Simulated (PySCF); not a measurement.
H4O2Sn, SMILES [OH][SnH2][OH]. Geometry optimised at B3LYP-D3(BJ)/def2-SVP. The def2 effective core potentials stand for the cores of Sn; spin–orbit coupling is left out. Other conformers were not sampled.

Computed with B3LYP-D3(BJ)/def2-SVP (PySCF).

Harmonic wavenumbers (cm⁻¹): 169, 208, 274, 431, 529, 611, 614, 660, 663, 847, 856, 1921, 1939, 3824, 3825. Rotational constants (GHz): 10.79, 5.320, 3.865; symmetry number 2.

Q: Work out the zero-point energy and the ideal-gas rigid-rotor harmonic-oscillator thermochemistry at 298.15 K and 1 atm.

A: ZPE = ½ Σ hcν = ½ × 17370 cm⁻¹ = 103.90 kJ/mol. H − E(el) = 121.15 kJ/mol. Entropy in J/(mol K): translation 171.62, rotation 97.94, vibration 39.48, total 309.05. G − E(el) = 29.00 kJ/mol. Cp = 87.70 J/(mol K).
